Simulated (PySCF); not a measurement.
Species: 1,4-benzodioxane, C8H8O2.
SMILES with atom numbers: `[cH:1]1[cH:2][cH:3][c:4]2[c:5]([cH:6]1)[O:7][CH2:8][CH2:9][O:10]2` (hydrogens: H11 on C1; H12 on C2; H13 on C3; H14 on C6; H15, H16 on C8; H17, H18 on C9)

The same species was optimised twice, with GFN2-xTB and with PBE0-D3(BJ)/def2-SVP (PySCF), and the same property calculations (PySCF, gas phase) were run on both structures.

| coordinate | GFN2-xTB | PBE0-D3(BJ)/def2-SVP | change |
| --- | --- | --- | --- |
| C8–C9 (Å) | 1.528 | 1.512 | -0.016 |
| C4–O10 (Å) | 1.374 | 1.359 | -0.015 |
| C5–O7 (Å) | 1.373 | 1.359 | -0.014 |
| C1–C6 (Å) | 1.381 | 1.392 | +0.011 |
| C2–C3 (Å) | 1.381 | 1.392 | +0.011 |
| C1–C2 (Å) | 1.386 | 1.396 | +0.010 |
| C4–C5 (Å) | 1.398 | 1.407 | +0.009 |
| C5–C6 (Å) | 1.389 | 1.394 | +0.005 |
| C3–C4 (Å) | 1.389 | 1.394 | +0.005 |
| C9–O10 (Å) | 1.409 | 1.408 | -0.001 |
| O7–C8 (Å) | 1.409 | 1.408 | -0.001 |
| C4–O10–C9 (°) | 113.3 | 114.1 | +0.8 |
| C5–O7–C8 (°) | 113.3 | 114.1 | +0.8 |
| C4–C5–O7 (°) | 122.1 | 121.5 | -0.6 |
| C6–C5–O7 (°) | 118.3 | 118.8 | +0.5 |
| C5–C4–O10 (°) | 122.0 | 121.6 | -0.4 |
| C3–C4–O10 (°) | 118.4 | 118.8 | +0.4 |
| C1–C2–C3 (°) | 120.1 | 119.9 | -0.2 |
| C2–C3–C4 (°) | 120.3 | 120.4 | +0.1 |

Rotational constants: A = 2941, B = 1245, C = 898.1 MHz (GFN2-xTB) against A = 2947, B = 1239, C = 894.8 MHz (PBE0-D3(BJ)/def2-SVP). Point groups within 0.08 Å: C2 and C2.

On the GFN2-xTB structure: HOMO (eV) -6.27 [PBE0/pcSseg-1]; LUMO (eV) -0.07 [PBE0/pcSseg-1]; dipole (D) 1.54 [PBE0/pcSseg-1]; GIAO shielding of C1/C2 (mean) (ppm) 60.4 [PBE0/pcSseg-1]; GIAO shielding of C3/C6 (mean) (ppm) 63.4 [PBE0/pcSseg-1]; GIAO shielding of C4/C5 (mean) (ppm) 36.7 [PBE0/pcSseg-1]; GIAO shielding of O7/O10 (mean) (ppm) 232.2 [PBE0/pcSseg-1]; GIAO shielding of C8/C9 (mean) (ppm) 119.6 [PBE0/pcSseg-1].

Question: What do these properties become on the PBE0-D3(BJ)/def2-SVP structure?

Answer: 
```tsv
property	level	on GFN2-xTB	on PBE0-D3(BJ)/def2-SVP	change
HOMO (eV)	PBE0/pcSseg-1	-6.27	-6.20	+0.07
LUMO (eV)	PBE0/pcSseg-1	-0.07	-0.07	0.00
dipole (D)	PBE0/pcSseg-1	1.54	1.73	+0.19
energy, GFN2-xTB geometry as zero (kcal/mol)	PBE0/pcSseg-1	0.0	-0.2	-0.2
GIAO shielding of C1/C2 (mean) (ppm)	PBE0/pcSseg-1	60.4	58.3	-2.1
GIAO shielding of C3/C6 (mean) (ppm)	PBE0/pcSseg-1	63.4	62.0	-1.4
GIAO shielding of C4/C5 (mean) (ppm)	PBE0/pcSseg-1	36.7	36.6	-0.1
GIAO shielding of O7/O10 (mean) (ppm)	PBE0/pcSseg-1	232.2	233.3	+1.1
GIAO shielding of C8/C9 (mean) (ppm)	PBE0/pcSseg-1	119.6	120.1	+0.5
```

The heavy atoms differ by 0.014 Å rms after alignment. Among bonds between heavy atoms C4–O10 and C8–C9 change most and about equally (-0.016 to -0.015 Å). Changes are differences of the printed values. Neither structure is proved a minimum here.
